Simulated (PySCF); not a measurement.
C2H5FZn. Atoms are numbered in the order given.

```xyz
9

Zn     0.1008    -0.4761     0.0000
F     -0.3470    -2.1720     0.0000
C      0.6066     1.4014     0.0000
C     -0.5674     2.3880     0.0000
H      1.2507     1.5637    -0.8812
H      1.2507     1.5637     0.8812
H     -1.2112     2.2669     0.8864
H     -1.2112     2.2669    -0.8864
H     -0.2138     3.4342     0.0000
```
Charge 0, spin multiplicity 1.

Geometry optimised at B3LYP-D3(BJ)/def2-SVP. The structure was generated by enumeration; whether it is a known compound was not checked. Other conformers were not sampled.

Calculation: B3LYP-D3(BJ)/def2-SVP (PySCF).

Frequencies are harmonic and unscaled.

| mode | ν (cm⁻¹) | IR (km/mol) | moving atoms (share of kinetic energy) |
|---|---|---|---|
| 1 | 95 | 8.0 | F 46 %, Zn 24 %, C 19 %, H 11 % |
| 2 | 120 | 10.5 | F 37 %, Zn 30 %, H 25 %, C 9 % |
| 3 | 249 | 10.9 | C 52 %, Zn 23 %, H 18 % |
| 4 | 250 | 2.8 | H 84 %, C 11 % |
| 5 | 509 | 3.8 | C 60 %, H 20 %, F 17 % |
| 6 | 646 | 25.9 | H 81 %, C 18 % |
| 7 | 698 | 74.9 | F 63 %, Zn 30 % |
| 8 | 945 | 4.2 | H 91 %, C 9 % |
| 9 | 969 | 2.9 | H 79 %, C 21 % |
| 10 | 1034 | 9.1 | C 71 %, H 29 % |
| 11 | 1213 | 10.2 | H 65 %, C 34 % |
| 12 | 1247 | 2.3 | H 77 %, C 23 % |
| 13 | 1400 | 4.6 | H 82 %, C 18 % |
| 14 | 1439 | 1.0 | H 91 %, C 9 % |
| 15 | 1475 | 1.7 | H 96 % |
| 16 | 1481 | 6.4 | H 97 % |
| 17 | 3014 | 42.7 | H 97 % |
| 18 | 3035 | 11.6 | H 95 % |
| 19 | 3079 | 1.1 | H 91 %, C 9 % |
| 20 | 3084 | 25.7 | H 91 %, C 9 % |
| 21 | 3105 | 34.1 | H 91 %, C 9 % |
